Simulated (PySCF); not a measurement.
**Diatomics with 52 electrons**

CCSD(T) in PySCF with def2-SVPD on every atom (core potentials on Rb, Sn, Sb, Te), for the lowest determinant that a PBE0 search found; no spin–orbit coupling. All have 52 electrons, 6 of them in the valence shells, and the same state, a triplet (π ↑↑). For ions De leads to the atom and ion picked by measured ionisation energies and electron affinities.

| species | difference of nuclear charges | Re (Å) | ωe (cm⁻¹) | k (mdyn/Å) | De (eV) | dissociates to |
| --- | --- | --- | --- | --- | --- | --- |
| SnH⁻ | 49 | 1.823 | 1494 | 1.31 | 2.43 | Sn⁻ + H |
| SbH | 50 | 1.725 | 1888 | 2.10 | 2.35 | Sb + H |
| RbS⁺ | 21 | 3.585 | 90.8 | 0.113 | 0.30 | Rb⁺ + S |
| TeH⁺ | 51 | 1.677 | 2075 | 2.54 | 2.46 | Te⁺ + H |

Which member of the whole set has the stiffest bond, and how does it compare with the softest?

TeH⁺ with k = 2.54 mdyn/Å, 23 times that of RbS⁺.

Correlated steps freeze the inner cores (4 to 5 orbitals); shallow outer-core shells are correlated. Weak bonds: RbS⁺. Basis-set superposition, not corrected here, can be much of De in a small basis, most of all at correlated wavefunction levels. Spin–orbit coupling is left out, which matters for elements this heavy, above all for dissociation energies. For an ion De counts to the pair picked by the measured ionisation energies or electron affinities, which need not be the lowest pair at this level. States were picked by a PBE0 search and need not be the measured ground states.
